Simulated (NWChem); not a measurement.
System: CdCl cation; SMILES [Cl][Cd+]

The following NWChem deck was run.

```
start job
memory heap 200 mb stack 900 mb global 1100 mb
charge 1
geometry units angstroms noautoz
  Cd     0.000000     0.000000    -0.604758
  Cl     0.000000     0.000000     1.657052
end
basis spherical
  * library def2-svp
end
ecp
  Cd library def2-ecp
end
dft
  xc xwpbe 1.00 cpbe96 1.0 hfexch 1.00
  cam 0.4 cam_alpha 0.0 cam_beta 1.0
  iterations 150
  mulliken
end
task dft energy
```

Structure relaxed at the PBE0/def2-SVP level. def2 effective core potentials on Cd; no spin-orbit coupling.

Problem. What results follow from this input? (LC-wPBE (HJS exchange hole, range parameter 0.4 per bohr)/def2-SVP with def2 effective core potentials on Cd.) Quantities: energy (Ha); highest occupied level (eV); orbital gap (eV).

Solution. 
- energy (Ha) = -627.35
- highest occupied level (eV) = -16.96
- orbital gap (eV) = 8.36
